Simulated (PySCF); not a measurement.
1-chloro-2-fluorocyclobutene (C4H4ClF), SMILES C1CC(=C1F)Cl.

Coordinates come from a PBE0-D3(BJ)/def2-SVP optimisation.

Computed with PBE0-D3(BJ)/def2-SVP run with PySCF.

Frequencies are harmonic and unscaled.

```
mode  ν (cm⁻¹)  IR (km/mol)  Raman (Å⁴/amu)  depolarisation  moving atoms (share of kinetic energy)
----  --------  -----------  --------------  --------------  --------------------------------------
1          203          0.8             0.0               –                          C 45 %, H 42 %
2          204          1.4             2.5            0.74                 F 46 %, Cl 32 %, C 19 %
3          280          2.4             0.1            0.75                  C 62 %, H 22 %, F 14 %
4          407          2.5             1.9            0.47         C 39 %, Cl 28 %, F 18 %, H 15 %
5          546          0.4             3.1            0.75                          C 76 %, H 19 %
6          583         12.8             5.5            0.29                  C 56 %, Cl 30 %, H 8 %
7          703         16.1             6.1            0.26                          C 49 %, F 42 %
8          845          1.4             1.6            0.75                          H 86 %, C 14 %
9          930          3.4            13.2            0.42                          C 65 %, H 34 %
10        1038          0.2             3.3            0.75                          H 55 %, C 45 %
11        1062         91.9             1.8            0.39                   C 77 %, H 12 %, F 9 %
12        1088          0.0             8.2            0.75                          H 85 %, C 15 %
13        1149          0.1             8.1            0.75                          H 86 %, C 14 %
14        1150         19.5             0.6            0.72                          C 63 %, H 35 %
15        1187          8.9             7.6            0.17                          H 61 %, C 39 %
16        1249         18.5             2.4            0.38                          C 61 %, H 35 %
17        1374        155.8             0.3            0.18                   C 78 %, H 13 %, F 9 %
18        1444          0.3            28.8            0.72                          H 90 %, C 10 %
19        1473          1.8            17.6            0.33                          H 81 %, C 18 %
20        1819        115.5            25.2            0.13                                  C 95 %
21        3077         24.8           147.6            0.33                                  H 95 %
22        3084         23.5           224.2            0.03                                  H 95 %
23        3141          2.3           118.1            0.75                          H 90 %, C 10 %
24        3151         16.2            99.8            0.75                          H 90 %, C 10 %
```
